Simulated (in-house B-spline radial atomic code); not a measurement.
A fraction x of an electron is removed from 4p in La V (La4+), starting from [Kr] 4d10 5s2 5p5 and keeping the highest spin. All numbers are computed (scalar-relativistic (X2C) r2SCAN0, spin-polarised, spherical fractional occupations; Fermi nucleus of rms radius 4.855 fm) with a radial B-spline atomic code at the basis-set limit, not measured.

Caution: exact exchange at fractional occupations of open shells leaves self-interaction of up to several eV.

```tsv
x	E(x) - E(0) (eV)	4p down level (eV)
0	0.0000	-248.196
0.1	24.9248	-250.300
0.18	45.0163	-251.989
0.28	70.3210	-254.107
0.48	121.5675	-258.363
0.5	?	?
0.52	131.9192	-259.218
0.74	189.4658	-263.939
0.78	200.0406	-264.800
0.92	?	?
1	258.8194	-269.557
```

Q: What belongs in the row x = 0.5?

A: An energy change of 126.7391 eV; 4p down at -258.791 eV.

Q: What belongs in the row x = 0.92?

A: An energy change of 237.3242 eV; 4p down at -267.824 eV.

Q: Check Janak's theorem between x = 0.1 and 0.18.

A: The slope of the energy is 251.14 eV; the orbital levels give 251.14 eV (-ε of the emptying orbital, averaged over the two points).
